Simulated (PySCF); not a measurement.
## Pt⁺ (platinum, charge +1) across methods

[Xe] 4f14 5d9, 2D determinant. All numbers are calculated (PySCF 2.14, a scalar-relativistic core potential, in aug-cc-pVTZ-PP with one added diffuse shell each of s, p, d, f, g type with ECP60MDF (7s7p6d4f3g, 113 functions)).

| method | E (hartree) | mean ε 5p β (eV) | mean ε 5d α (eV) | mean ε 5d β (eV) | Σ⟨r²⟩ (bohr²) | ⟨S²⟩ |
| --- | --- | --- | --- | --- | --- | --- |
| LDA | -118.8265 | -64.415 | -15.050 | -14.441 | 40.37 | 0.886 |
| UHF | -118.23778 | -76.972 | -20.138 | -19.222 | 39.32 | 0.921 |
| PBE | -119.0691 | -64.475 | -14.942 | -14.339 | 40.28 | 0.994 |
| PBE0 | -119.0352 | -67.769 | -16.394 | -15.729 | 39.82 | 0.933 |
| TPSSh | -119.0043 | -66.103 | -15.470 | -14.850 | 40.05 | 1.000 |
| PBEsol | -118.9061 | -64.400 | -14.961 | -14.347 | 40.33 | 1.002 |
| M06 | -119.0541 | -67.126 | -16.324 | -15.597 | 39.67 | 0.800 |

Energies and moments cover only the electrons outside the core potential. Spin-orbit coupling, absent here, splits the open shell strongly. ⟨S²⟩ = 0.89 against 0.75 shows spin contamination.
